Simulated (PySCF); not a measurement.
Isomers of C5H8Cl2OSi, one GFN2-xTB conformer each. Single-point energies are computed at PBE0/pcSseg-1 (PySCF, gas phase, no added dispersion term), electronic only.

Task: Rank them by PBE0/pcSseg-1 energy, lowest first (kcal/mol).
A. `[CH3:1][C:2](=[O:3])[C@@H:4]1[SiH2:5][C@@H:6]1[CH:7]([Cl:8])[Cl:9]` with C1–C2–C4–Si5 -142°, Si5–C6–C7–Cl8 87°
B. `[CH3:1][O:2][Si@@H:3]([Cl:4])[C:5]1=[C:6]([Cl:7])[CH2:8][CH2:9]1` with C1–O2–Si3–Cl4 -173°, O2–Si3–C5–C6 66°
C. `[CH2:1]=[CH:2][O:3][Si@@:4]([Cl:5])([CH:6]=[CH2:7])[CH2:8][Cl:9]` with C1–C2–O3–Si4 -5°, C2–O3–Si4–Cl5 -58°, O3–Si4–C6–C7 179°, O3–Si4–C8–Cl9 72°

Result: C (0.0), B (5.3), A (50.5).

As drawn, the lowest has an Si–O bond and a C=C bond outside aromatic rings, which the highest lacks; the highest has a three-membered ring and a C=O bond, which the lowest lacks. GFN2-xTB itself gives, in the same order: 27.8, 0.0, 60.1. GFN2-xTB puts CO[Si@@H](Cl)C1=C(Cl)CC1 lowest instead; measured from each level's own lowest isomer, the values differ by up to 27.8 kcal/mol (C=CO[Si@@](Cl)(C=C)CCl: 27.8 against 0.0).

Task: Which frontier levels, dipoles and rotational constants go with these structures?

Result: 
```
                           SMILES  HOMO (eV, PBE0/pcSseg-1)  LUMO (eV)  dipole (D)       A, B, C (MHz)
           C=CO[Si@@](Cl)(C=C)CCl                     -7.33      -1.11        3.33  1076, 761.1, 624.5
         CO[Si@@H](Cl)C1=C(Cl)CC1                     -7.42      -0.78        2.15  1376, 681.1, 497.1
CC(=O)[C@@H]1[SiH2][C@@H]1C(Cl)Cl                     -7.35      -1.18        4.32  1314, 769.7, 564.0
```
